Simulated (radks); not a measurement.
Ga3+, configuration [Ar] 3d10 (the NIST ground configuration).

Calculated with a radial shooting solver on a logarithmic mesh with Libxc functionals: non-relativistic Kohn-Sham, LB94 model potential, spin-polarised, spherical densities, point nucleus.

Energy parts (hartree):
part                   energy
kinetic            1929.18802
electron-nucleus  -4577.72817
Hartree             800.22301
(The LB94 potential has no energy functional, so no total or exchange-correlation energy is given.)

Orbitals (lengths in bohr, moments of r in powers of bohr; r(max) is where P^2 peaks):
| orbital | occ. | eigenvalue (hartree) | <r> | r(max) | <r^4> |
|---|---|---|---|---|---|
| 1s | 2 | -375.2708 | 0.04933 | 0.03261 | 0.00002696 |
| 2s | 2 | -47.50145 | 0.2208 | 0.1857 | 0.005669 |
| 2p | 6 | -42.38290 | 0.1914 | 0.1476 | 0.004010 |
| 3s | 2 | -6.87048 | 0.6651 | 0.5743 | 0.4227 |
| 3p | 6 | -5.21130 | 0.6853 | 0.5711 | 0.5352 |
| 3d | 10 | -2.35799 | 0.7784 | 0.5278 | 1.399 |
| 4s | 0 | -1.66605 | 1.892 | 1.687 | 24.35 |
| 4p | 0 | -1.30825 | 2.145 | 1.898 | 41.24 |
| 4d | 0 | -0.80381 | 2.934 | 2.613 | 149.9 |
| 4f | 0 | -0.49372 | 4.279 | 3.753 | 645.4 |

The highest occupied level is 3d at -64.164 eV. The electron density at the nucleus is 2.04e+04 e/bohr^3.
